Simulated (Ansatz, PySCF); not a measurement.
Ways to break one bond of FBF:

A. FBF [difluoroborane] -> F[B]F + H atom
B. FBF [difluoroborane] → [BH]F + F atom

Quantity: bond dissociation energy (enthalpy at 298 K, with B3LYP-D3(BJ) rigid-rotor harmonic-oscillator terms), kcal/mol. Each molecule is optimised on its own at B3LYP-D3(BJ)/def2-TZVP (Ansatz, a quantum-chemistry and plane-wave program). Frequencies are from Ansatz or PySCF. Correlated levels leave the core frozen unless marked. Open shells are spin-unrestricted. No spin-orbit coupling. Non-relativistic. CBS(X,Y): correlation extrapolated as X^-3; Hartree-Fock from the larger set.

Problem. Rank them by bond dissociation energy at CCSD(T)/CBS(cc-pVTZ,cc-pVQZ) (Ansatz), lowest first.

Solution. A (109.1 kcal/mol), B (174.3 kcal/mol)
